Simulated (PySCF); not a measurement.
Ionisation energy of Ca by level of theory

Ca [Ar] 4s2 (1S) → Ca⁺ [Ar] 4s1 (2S), as a difference of total energies. Calculation: PySCF 2.14, in aug-cc-pwCVQZ-X2C; the spin-free X2C one-electron Hamiltonian (Gaussian nucleus). Correlated levels: valence: [Ar] frozen; valence and next inner shell: [Ne] frozen; nothing frozen. The calculations carry no spin-orbit coupling.

| method | ionisation energy (eV) |
| --- | --- |
| UHF | 5.137 |
| LDA | 6.238 |
| PBE | 6.096 |
| PBE0 | 6.018 |
| r2SCAN | 5.836 |
| MP2 (valence) | 5.709 |
| SCS-MP2 (valence) | 5.823 |
| MP2 (valence and next inner shell) | 5.996 |
| SCS-MP2 (valence and next inner shell) | 6.053 |
| MP2 (all electrons) | 6.000 |
| SCS-MP2 (all electrons) | 6.055 |

Question: Which method comes closest to the reference value, and which is furthest?

Answer: The reference is 6.113 eV (measured; NIST Atomic Spectra Database, ionization energies). Closest: PBE (error -0.017 eV); furthest: UHF (error -0.976 eV).
